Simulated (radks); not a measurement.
Coulomb parameter of the 3d shell of the cobalt ion Co3+ in the model configuration [Ar] 3d4.5 4s1.5, as a second difference U = [E(n + 0.5) + E(n - 0.5) - 2 E(n)] / (0.5)^2 with all orbitals relaxed. "Bare": the charge of the atom changes with n. "Screened": the 4s shell takes up the change at fixed total charge, which measures U(3d,3d) + U(4s,4s) - 2 U(3d,4s). Method: Dirac Kohn-Sham, PBE, spin-unpolarised, spherical densities, point nucleus; open shells are shared between the two j in proportion to 2j + 1; computed with a radial shooting solver on a logarithmic mesh with Libxc functionals. Estimate both.

Answer. U(bare) = 21.250 eV, U(screened by 4s) = 5.681 eV.
